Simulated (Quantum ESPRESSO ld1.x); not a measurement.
Problem. Pm25+, 36 electrons, occupied as [Kr] (the NIST ground configuration). All-electron calculation, scalar-relativistic Kohn-Sham, LDA (Slater exchange, Perdew-Zunger correlation), spin-polarised, spherical densities, point nucleus. Program: ld1.x of Quantum ESPRESSO 7.5. Some entries of the table are withheld. Estimate them.

orbital,occ.,eigenvalue (hartree),r(max) (bohr)
1s,2,-1682.35,0.01480
2s,2,-298.138,0.08384
2p,6,-269.536,0.06761
3s,2,-86.7137,(1)
3p,6,-77.7287,0.2326
3d,10,(2),(3)
4s,2,-36.6449,(4)
4p,6,-33.3893,0.5407

Solution. 
(1) 3s r(max) (bohr): 0.2377
(2) 3d eigenvalue (hartree): -65.5815
(3) 3d r(max) (bohr): 0.1898
(4) 4s r(max) (bohr): 0.5263
